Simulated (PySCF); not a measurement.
# What a mistake does to a calculation on AlBH4OSi

Calculated results; nothing here was measured. The program is PySCF 2.14.0, an open-source quantum chemistry code, run on an isolated molecule that a program drew, which may never have been made. The molecule is AlBH4OSi (charge 0, singlet), drawn as the SMILES string `B[Si][O][AlH2]`.

Each row is a Hartree-Fock (HF) and frozen-core CCSD(T) single point in the cc-pV(D+d)Z basis, meant for a local HF minimum. Run 1 is clean. Each other run has one planted mistake out of seven kinds, and not every kind appears here: one electron removed, one electron added, multiplicity raised by two, geometry at a saddle point, minimal basis STO-3G, one bond length entered in bohr, all coordinates scaled. The reference is restricted for singlets and unrestricted otherwise, and also for a bond in bohr. Adding or removing an electron swaps singlet and doublet. Electrons count all cores. HOMO and LUMO are orbital energies over both spins, the gradient is its largest component, and the lowest frequency (negative if imaginary) is given only where the gradient is small. Bond lengths are over the 7 bonds as drawn. T1 is the CCSD diagnostic: over 0.02 (restricted) or 0.045 (unrestricted) a single reference is doubtful.

Geometry of the clean run:
```xyz
8
AlBH4OSi, angstrom
B    -0.9303    1.7795    0.3069
Si   -0.6787    0.7450   -1.4653
O    -1.2635   -0.7080   -0.9287
Al   -1.7972   -2.2915   -0.6720
H    -1.9520    2.3656    0.5651
H    -0.0683    1.8244    1.1489
H    -3.3106   -2.6204   -0.9445
H    -0.7574   -3.3532   -0.1575
```

| run | electrons | basis functions | <S^2> | HOMO (eV) | LUMO (eV) | gradient (hartree/bohr) | lowest frequency (cm^-1) | mean bond (Å) | longest bond (Å) | T1 | HF (hartree) | CCSD(T) (hartree) | mistake |
|---|---|---|---|---|---|---|---|---|---|---|---|---|---|
| 1 | 44 | 94 | 0.000 | -7.92 | 1.51 | 2.7e-05 | 79 | 1.5672 | 2.067 | 0.0177 | -632.74019 | -633.20717 | no fault |
| 2 | 44 | 94 | 0.954 | -6.70 | 1.30 | 1.4e-02 | - | 1.8300 | 3.907 | 0.0251 | -632.66823 | -633.10941 | one bond length entered in bohr |
| 3 | 44 | 94 | 0.000 | -7.86 | 1.54 | 1.5e-02 | - | 1.5374 | 2.028 | 0.0172 | -632.73753 | -633.20229 | all coordinates scaled |
| 4 | 44 | 32 | 0.000 | -4.60 | 7.33 | 4.2e-02 | - | 1.5672 | 2.067 | 0.0271 | -625.12397 | -625.31184 | minimal basis STO-3G |
| 5 | 44 | 94 | 2.041 | -6.54 | 0.17 | 3.7e-02 | - | 1.5672 | 2.067 | 0.0236 | -632.68174 | -633.14320 | ? |

**Which mistake was planted in run 5, and what did it cost?**

Electrons, basis and geometry are unchanged, and <S^2> is 2.041, beside S(S+1) = 2.00 for a multiplicity of 3. So the mistake is: multiplicity raised by two. Subtracting run 1 and multiplying by 627.51 kcal/mol a hartree, the energy moved by 36.7 kcal/mol in HF and 40.1 kcal/mol in CCSD(T).

Cautions from the logs. Run 4: T1 is over the limit, so its CCSD(T) energy is less reliable.
